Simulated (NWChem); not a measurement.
# CH$_{5}$FOSi; SMILES O[SiH2]CF

```xyz
9

O     -0.9641     1.4438    -0.2782
Si     0.4773     0.7196     0.1356
C      0.5082    -1.1029    -0.4048
F     -0.5299    -1.7635     0.2837
H     -1.7585     1.0453     0.1050
H      1.5359     1.4794    -0.5757
H      0.7168     0.7434     1.6057
H      1.4570    -1.6002    -0.1587
H      0.3351    -1.2285    -1.4819
```
Atoms are numbered in this order, from 1.

Computed with NWChem. Coordinates come from a B3LYP/6-31G* (spherical d) optimisation. GIAO values for the isolated, static molecule; σ is the absolute isotropic shielding, δ = σ(reference) − σ with the isolated reference molecule computed at the same levels (13C: tetramethylsilane, 19F: trichlorofluoromethane, 1H: tetramethylsilane, 17O: water, 29Si: tetramethylsilane).

For level PBE/pcSseg-1:

```yaml
"δ O1 (ppm)": 15.6
"δ Si2 (ppm)": -20.5
"δ C3 (ppm)": 86.5
"δ F4 (ppm)": -326.7
"δ H5 (ppm)": 1.32
"δ H6 (ppm)": 4.97
"δ H7 (ppm)": 5.44
```

How do the values read with level PBE0/pcSseg-1 instead?


| Property | Result |
|---|---|
| δ O1 (ppm) | 9.0 |
| δ Si2 (ppm) | -18.8 |
| δ C3 (ppm) | 83.2 |
| δ F4 (ppm) | -307.4 |
| δ H5 (ppm) | 1.48 |
| δ H6 (ppm) | 4.78 |
| δ H7 (ppm) | 5.22 |
